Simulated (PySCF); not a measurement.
# Electron correlation in P²⁺ (phosphorus, charge +2)

[Ne] 3s2 3p1, 2P determinant. Calculation: PySCF 2.14, in x2c-SVPall (4s3p1d, 18 functions); scalar relativity by spin-free X2C-1e. Frozen: [Ne]; 3 electrons correlated.

MP2 pair energies summed by pair of shells (mhartree):

```
 pair  energy  share (%)
3s-3s  -22.80       58.0
3s-3p  -16.50       42.0
```

Total MP2 correlation energy: -39.30 mhartree.

Same-spin part -2.33 and opposite-spin part -36.97 mhartree; SCS-MP2 scales them by 1/3 and 6/5 to -45.14 mhartree.

| level | correlation energy (mhartree) |
| --- | --- |
| CCSD | -58.75 |
| (T) | -0.64 |
| CCSD(T) | -59.39 |

Diagnostics: T1 = 0.0098, D1 = 0.0226, largest double amplitude 0.109.

Cost of the coupled-cluster step: 0.07 s of wall time on 1 thread of Intel(R) Xeon(R) Platinum 8559C (shared host), for 3 correlated electrons.

Iterations:

```
CC2 = 0
CCSD nocc = (np.int64(2), np.int64(1)), nmo = (13, 13)
frozen orbitals [[0, 1, 2, 3, 4], [0, 1, 2, 3, 4]]
max_cycle = 100
direct = 0
conv_tol = 1e-08
conv_tol_normt = 1e-06
diis_space = 8
diis_start_cycle = 0
Init t2, MP2 energy = -0.0393001566851605
Init E_corr(UCCSD) = -0.0393001566851879
cycle = 1  E_corr(UCCSD) = -0.0516722705232103  dE = -0.0123721138  norm(t1,t2) = 0.051624
cycle = 2  E_corr(UCCSD) = -0.0559249274720867  dE = -0.00425265695  norm(t1,t2) = 0.0211639
cycle = 3  E_corr(UCCSD) = -0.0587587522639855  dE = -0.00283382479  norm(t1,t2) = 0.00941072
cycle = 4  E_corr(UCCSD) = -0.0587373728481357  dE = 2.13794158e-05  norm(t1,t2) = 0.00106837
cycle = 5  E_corr(UCCSD) = -0.0587548851092857  dE = -1.75122612e-05  norm(t1,t2) = 0.000118971
cycle = 6  E_corr(UCCSD) = -0.0587492654213724  dE = 5.61968791e-06  norm(t1,t2) = 2.02853e-05
cycle = 7  E_corr(UCCSD) = -0.0587513713598209  dE = -2.10593845e-06  norm(t1,t2) = 5.54704e-06
cycle = 8  E_corr(UCCSD) = -0.0587509158770071  dE = 4.55482814e-07  norm(t1,t2) = 1.33276e-06
cycle = 9  E_corr(UCCSD) = -0.0587509212606094  dE = -5.38360229e-09  norm(t1,t2) = 7.6024e-08
UCCSD converged
E(UCCSD) = -340.3920566483002  E_corr = -0.05875092126060936
UCCSD(T) correction = -0.000640903894483388
```
